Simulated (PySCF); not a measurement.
A species of formula C5H4ClNO has this rotational fingerprint, computed with PySCF, PBE0-D3(BJ)/def2-SVP geometry optimisation, gas phase:

* Rotational constants: A = 5815, B = 1007, C = 858.6 MHz
* Dipole components: |μa| = 0.62 D, |μb| = 0.46 D, |μc| = 0.00 D
* Inertial defect: 0.00 u·Å²
* κ: -0.94

Question: Which structure is it? (One computed conformer of each.)
A. 2-chloropyridine-N-oxide, `[O-][n+]1ccccc1Cl`
B. `[OH:1][c:2]1[cH:3][cH:4][c:5]([Cl:6])[cH:7][n:8]1` with H–O1–C2–C3 180°
C. `[OH:1][c:2]1[cH:3][cH:4][cH:5][c:6]([Cl:7])[n:8]1` with H–O1–C2–C3 180° (6-chloro-2-hydroxypyridine)

Answer: B. It is Oc1ccc(Cl)cn1, a near-prolate asymmetric top, point group Cs. The candidates at the same level (rigid rotor, commonest isotopes):

```json
{"SMILES": "Oc1ccc(Cl)cn1", "A (MHz)": "5815", "B (MHz)": "1007", "C (MHz)": "858.6", "μa (D)": "0.62", "μb (D)": "0.46", "μc (D)": "0.00", "Δ (u·Å²)": "0.00", "point group": "Cs", "rotor": "near-prolate asymmetric top"}
{"SMILES": "Oc1cccc(Cl)n1", "A (MHz)": "3429", "B (MHz)": "1289", "C (MHz)": "936.9", "μa (D)": "1.07", "μb (D)": "1.25", "μc (D)": "0.00", "Δ (u·Å²)": "0.00", "point group": "Cs", "rotor": "asymmetric top"}
{"SMILES": "[O-][n+]1ccccc1Cl", "A (MHz)": "3229", "B (MHz)": "1601", "C (MHz)": "1070", "μa (D)": "3.15", "μb (D)": "2.74", "μc (D)": "0.00", "Δ (u·Å²)": "0.00", "point group": "Cs", "rotor": "asymmetric top"}
```

`[O-][n+]1ccccc1Cl` has B 59 % too high; `Oc1cccc(Cl)n1` has A 41 % too low. In the right answer the mirror of this Cs structure is the ab plane, so μc vanishes by symmetry. No structure here is proved a minimum.
